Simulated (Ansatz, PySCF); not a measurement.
Three-fold rotor about C1–Si2 in CH4Si (SMILES C[SiH]); single points on GFN2-xTB geometries with the dihedral held.
Staggered geometry (60°) (charge 0, multiplicity 1):
```
atom    x (Å)    y (Å)    z (Å)
----  -------  -------  -------
C     -0.5335   0.0299  -0.0078
Si     1.2351   0.7656  -0.0215
H     -0.6742  -0.6773  -0.8262
H     -1.2876   0.8102  -0.1181
H     -0.7508  -0.5005   0.9179
H      1.1811   1.3944  -1.3800
```

Correlated levels freeze the cores. CBS: X⁻³ extrapolation of the correlation energy, Hartree–Fock from the larger set. Rows in 6-31G* carry no dispersion term and start afresh at each structure (6-31G* with six Cartesian d functions).

The values were computed with Ansatz (a first-principles code) with Gaussian orbitals; PySCF for 6-31G* rows. Values without a source in brackets are computed.

Energies above the staggered point (kcal/mol):

```
dihedral (°)  PBE/def2-TZVPP  B3LYP/6-31G*  CCSD(T)/CBS(cc-pV(T+d)Z, cc-pV(Q+d)Z)
------------  --------------  ------------  -------------------------------------
0                      1.108         1.129                                  1.147
20                     0.791         0.810                                  0.818
40                     0.227         0.236                                  0.236
60                     0.000         0.000                                  0.000
80                     0.266         0.271                                  0.271
100                    0.787         0.804                                  0.816
120                    1.104         1.126                                  1.144
```

Moments of inertia of the two ends about the bond: 3.107 and 2.221 u Å².

### Question
Fit V = V₃/2 (1 − cos 3φ) + V₆/2 (1 − cos 6φ), φ counted from the staggered point, and estimate the harmonic torsional frequency.

### Answer

V₃ is the energy at φ = 60°; at φ = 20° (mean of both sides) V = 0.25 V₃ + 0.75 V₆. The reduced moment I₁I₂/(I₁ + I₂) = 1.295 u Å² gives F = 16.8576/I = 13.016 cm⁻¹ (a rough rule where the frame isn't a symmetric top). Near the minimum V = kφ²/2 with k = (9V₃ + 36V₆)/2, and ω = √(2Fk), with 1 kcal/mol = 349.755 cm⁻¹.
- PBE/def2-TZVPP: V₃ = 1.11, V₆ = -0.040 kcal/mol, k = 1491 cm⁻¹/rad², ω = 197 cm⁻¹
- B3LYP/6-31G*: V₃ = 1.13, V₆ = -0.039 kcal/mol, k = 1535 cm⁻¹/rad², ω = 200 cm⁻¹
- CCSD(T)/CBS(cc-pV(T+d)Z, cc-pV(Q+d)Z): V₃ = 1.15, V₆ = -0.044 kcal/mol, k = 1526 cm⁻¹/rad², ω = 199 cm⁻¹
